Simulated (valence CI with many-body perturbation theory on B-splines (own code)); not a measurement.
**Pd XXXIV: magnetic and hyperfine properties of the levels**

Calculated by configuration interaction combined with many-body perturbation theory (CI+MBPT): three valence electrons over a frozen Dirac-Fock core [Ne], radial functions for each j: 11 s, 11 p, 10 d, 8 f, 5 g, 2 h, with the one-electron correlation potential Σ1, the two-electron term Σ2, the three-electron term Σ3, Breit, model QED; selected CI, second order for the rest, scaled by the run's own slope (own B-spline code, finite nucleus).

The last digits are not significant, and no measured levels were compared; by estimate large intervals hold to a few tenths of a per cent, small ones and those within an open d or f shell to about a per cent.

A/g_I is the dipole constant over the nuclear g factor μ/I (μ in nuclear magnetons, uniformly magnetised nucleus), B/Q the quadrupole constant per barn. Both hold the static response of the core; the bare values leave it out. Large factors of s and p1/2 electrons are usually good to 5 to 10 %; those of open d and f shells near neutrality can be off by tens of per cent, and small factors of p3/2, d and f electrons come from cancelling terms and can be off by a factor of two or in sign, in half-filled shells by more. B is blank for J = 1/2, where it vanishes, and for nearly pure S terms. Energies count from the lowest level.

Names give the largest LS component (configuration and term), which can be under half, so a name can repeat, a term be missing and a line seem to break the LS rules; names also repeat where a configuration has a term twice. Letters in brackets count levels of one name in rising energy.

| Level | E (cm⁻¹) | g | A/g_I (MHz) | A/g_I bare | B/Q (MHz/b) | B/Q bare |
| --- | --- | --- | --- | --- | --- | --- |
| 3s²3p ²P°_1/2 | 0 | 0.660 | 245000 | 238000 |  |  |
| 3s²3p ²P°_3/2 | 313850 | 1.330 | 42000 | 41800 | 77000 | 75400 |
| 3s3p² ⁴P_1/2 | 629760 | 2.437 | 665000 | 647000 |  |  |
| 3s3p² ⁴P_3/2 | 846440 | 1.691 | 197000 | 193000 | 62400 | 61000 |
| 3s3p² ⁴P_5/2 | 914000 | 1.421 | 220000 | 215000 | 16500 | 16200 |
| 3s3p² ²D_3/2 | 1017000 | 0.892 | -2050 | -1020 | 70500 | 69100 |
| 3s3p² ²P_1/2 | 1087900 | 1.144 | -102000 | -97300 |  |  |
| 3s3p² ²D_5/2 | 1191900 | 1.360 | 161000 | 157000 | 37600 | 37000 |
| 3s²3d ²D_3/2 | 1321000 | 0.927 | 2450 | 3760 | -7560 | -6740 |
| 3s3p² ²S_1/2 | 1404100 | 1.742 | 747000 | 724000 |  |  |
| 3s²3d ²D_5/2 | 1420100 | 1.207 | 49400 | 49000 | 40000 | 40000 |
| 3s3p² ²P_3/2 | 1446300 | 1.140 | -80500 | -76200 | -19800 | -19200 |
| 3p³ ²P°_3/2 | 1682700 | 1.242 | 25500 | 26600 | 63400 | 62100 |
| 3s3p3d ⁴F°_3/2 | 1787800 | 0.522 | -64200 | -61500 | 21200 | 21400 |
| 3s3p3d ⁴F°_5/2 [a] | 1821000 | 1.082 | 174000 | 169000 | -11200 | -10300 |
| 3s3p3d ⁴F°_5/2 [b] | 1894000 | 1.196 | 35700 | 36000 | -7070 | -6150 |
| 3p³ ⁴S°_3/2 | 1913000 | 1.415 | -36100 | -32300 | -15800 | -15200 |
| 3s3p3d ⁴F°_7/2 | 1937400 | 1.258 | 137000 | 134000 | 142 | 1230 |
| 3s3p3d ⁴D°_3/2 | 1939900 | 1.338 | 111000 | 110000 | 13600 | 13500 |
| 3s3p3d ⁴D°_1/2 | 1940400 | 0.304 | -277000 | -267000 |  |  |
| 3s3p3d ⁴P°_5/2 | 1961900 | 1.385 | 118000 | 116000 | 19600 | 19700 |
| 3p³ ²P°_1/2 | 2062900 | 0.660 | 220000 | 213000 |  |  |
| 3s3p3d ²F°_5/2 [a] | 2078600 | 0.945 | 39600 | 39100 | 57600 | 57200 |
| 3s3p3d ²D°_3/2 [a] | 2131700 | 0.988 | -51800 | -49100 | 24100 | 24000 |
| 3s3p3d ⁴F°_9/2 | 2150500 | 1.330 | 106000 | 104000 | 94700 | 93700 |
| 3s3p3d ⁴D°_5/2 | 2175600 | 1.317 | 116000 | 114000 | 3130 | 2800 |
| 3s3p3d ⁴P°_3/2 | 2177400 | 1.433 | 177000 | 173000 | -14300 | -14400 |
| 3s3p3d ⁴P°_1/2 | 2180300 | 2.386 | 400000 | 390000 |  |  |
| 3s3p3d ⁴D°_7/2 | 2181700 | 1.359 | 124000 | 122000 | 18700 | 18600 |
| 3s3p3d ²P°_3/2 [a] | 2231400 | 1.344 | -33900 | -30500 | -39100 | -38300 |
| 3s3p3d ²D°_5/2 [a] | 2263000 | 1.307 | 156000 | 152000 | -35300 | -34200 |
| 3s3p3d ²D°_3/2 [b] | 2314800 | 1.009 | -1350 | 2.05 | -38500 | -37400 |
| 3s3p3d ²F°_7/2 [a] | 2337700 | 1.147 | 26700 | 27100 | 92000 | 91200 |
| 3s3p3d ²F°_5/2 [b] | 2407800 | 0.915 | -36200 | -33800 | 65400 | 64800 |
| 3s3p3d ²P°_1/2 [a] | 2415700 | 0.628 | -125000 | -120000 |  |  |
| 3s3p3d ²F°_7/2 [b] | 2416200 | 1.173 | 66900 | 65900 | 72200 | 71800 |
| 3s3p3d ²P°_1/2 [b] | 2463800 | 0.665 | 5080 | 5170 |  |  |
| 3s3p3d ²P°_3/2 [b] | 2496700 | 1.289 | 177000 | 173000 | 22200 | 22300 |
| 3s3p3d ²D°_5/2 [b] | 2506800 | 1.135 | -51500 | -48300 | -33300 | -32000 |
| 3s3p3d ²P°_3/2 [c] | 2546100 | 1.113 | 14400 | 15400 | -69200 | -67700 |

(1) Take the isotope of mass number 105, with I = 5/2, μ = -0.642 μN and Q = 0.66 b. What is the hyperfine structure of 3s3p² ²P_1/2?

## Answers

(1) From the table A = 26200 MHz. Shifts from the centre of gravity in MHz: F = 2: -45800, F = 3: 32800.
